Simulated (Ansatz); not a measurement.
| atom | x (Å) | y (Å) | z (Å) |
| --- | --- | --- | --- |
| Ni | 0.0000 | 0.0000 | 0.0000 |
| Ni | 0.0000 | 0.0000 | 3.2310 |

Basis set: pcseg-2. Charge 0. Computed with Ansatz (development build ahead of 0.2.0); the lowest solution found for each multiplicity.

Problem. How do the multiplicities compare at this shape? Give, from the lowest of each method, PBE (unrestricted) for 1, 3; PBE0 (unrestricted) for 1, 3.

Solution.

```tsv
method	multiplicity	E (eV)	<S²>
PBE, unrestricted	1	0.028	1.13
PBE, unrestricted	3	0.000	2.02
PBE0, unrestricted	1	0.000	1.28
PBE0, unrestricted	3	0.065	2.01
```

Caution: the unrestricted determinant is a mixture of spin states.
